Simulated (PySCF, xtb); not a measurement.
GeF₃Br, SMILES [Br][Ge]([F])([F])[F].

GFN2-xTB run with xtb at its own geometry gives an orbital gap of 5.50 eV and a dipole moment of 0.48 D.

Geometry: PBE0-D3(BJ)/def2-SVP.

Q: What does CAM-B3LYP/def2-TZVP (PySCF) give? (The exact figures need the calculation; the answer reports its results.)

A: gap 10.17 eV (levels -11.26 and -1.10 eV), dipole 1.78 D.
